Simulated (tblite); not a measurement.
C4H10F2OSi2.
Cartesian coordinates in Å at the GFN2-xTB level; atoms count from 1:
```xyz
19
C4H10F2OSi2 angstrom
C     -2.3948    1.6420   -0.1603
O     -1.3135    0.8003    0.0901
Si    -1.3337   -0.8152    0.2182
C      0.4845   -1.1381    0.5603
Si     1.8094    0.2160    0.5256
C      1.8519    0.9366   -1.2286
C      0.8035   -2.3810    0.8213
F     -0.0476   -3.4178    0.8630
F      2.0210   -2.8608    1.0960
H     -2.0292    2.6693   -0.1773
H     -3.1540    1.5431    0.6189
H     -2.8565    1.4064   -1.1223
H     -1.7814   -1.4496   -1.0275
H     -2.1990   -1.2641    1.3130
H      3.1084   -0.3699    0.8727
H      1.4439    1.2334    1.5176
H      2.0886    0.1743   -1.9662
H      2.5993    1.7197   -1.3112
H      0.8894    1.3648   -1.4894
```

Computed with GFN2-xTB (tblite): harmonic, unscaled wavenumbers at the GFN2-xTB geometry, gas phase. Against measured fundamentals such values can be off by several per cent, at times by over 20. Modes of hydrogen on silicon can be 10 to 20 % off. One conformer, not necessarily the lowest.

Harmonic wavenumbers (cm⁻¹): 32.0, 43.7, 71.0, 89.2, 106.2, 117.9, 126.2, 141.5, 143.9, 191.9, 256.4, 266.9, 396.6, 414.0, 458.3, 507.4, 529.9, 547.4, 579.0, 597.0, 681.1, 747.4, 758.7, 777.9, 782.8, 816.8, 828.8, 834.6, 979.1, 993.1, 1097.3, 1134.8, 1138.8, 1164.5, 1362.5, 1419.2, 1478.2, 1482.0, 1482.3, 1490.8, 1732.4, 2209.7, 2227.2, 2241.7, 2254.4, 2949.7, 2964.4, 2991.9, 3031.5, 3046.2, 3052.2.

A = 1378, B = 822.9, C = 555.4 MHz; mass 168.024 u (most abundant isotopes); point group C1, symmetry number 1.

Question: Zero-point energy?

Answer: ½Σν̃ = 27884 cm⁻¹ = 79.72 kcal/mol.

Question: What is S at 298.15 K and 1 bar for an ideal gas of classical rigid rotors and harmonic oscillators?

Answer: Translation 41.29, rotation 30.61, vibration 46.83: S = 118.7 cal/(mol K).

Question: And Cp and H(298.15 K) − H(0)?

Answer: Cp = 48.64 cal/(mol K), of which vibrations give 40.69 (their classical limit is 51 R = 101.3); H(298.15 K) − H(0) = 9.22 kcal/mol without the zero-point energy, 6.85 from vibrations.

Question: How do the functions run with temperature in this model?

Answer: 
| T (K) | S (cal/(mol K)) | Cp (cal/(mol K)) | H − H(0) (kcal/mol) | G − H(0) (kcal/mol) | ln q(vib) |
| --- | --- | --- | --- | --- | --- |
| 100 | 79.7 | 26.2 | 1.74 | -6.23 | 3.55 |
| 200 | 101.5 | 38.0 | 4.95 | -15.35 | 8.05 |
| 300 | 119.0 | 48.8 | 9.31 | -26.41 | 12.08 |
| 500 | 148.1 | 65.4 | 20.84 | -53.23 | 19.32 |
| 800 | 182.5 | 80.6 | 42.95 | -103.05 | 28.69 |
| 1000 | 201.2 | 87.2 | 59.77 | -141.47 | 34.16 |

q(vib) and H(0) count from the zero-point level.

Question: Blend soft modes into free rotors: weight 1/[1 + (100 cm⁻¹/ν̃)⁴] for the oscillator and the rest for a rotor with moment μB/(μ + B), μ = h/(8π²ν), B = 10⁻⁴⁴ kg m². What vibrational entropy results?

Answer: 42.02 cal/(mol K) in place of 46.83, which changes −T·S at 298.15 K by +1.43 kcal/mol.

Hindered rotation and anharmonicity are outside this model. Other conformers, if any are populated, would add a mixing term that is left out. The structure is chiral; the term R ln 2 for an equal mix with its mirror image is left out.
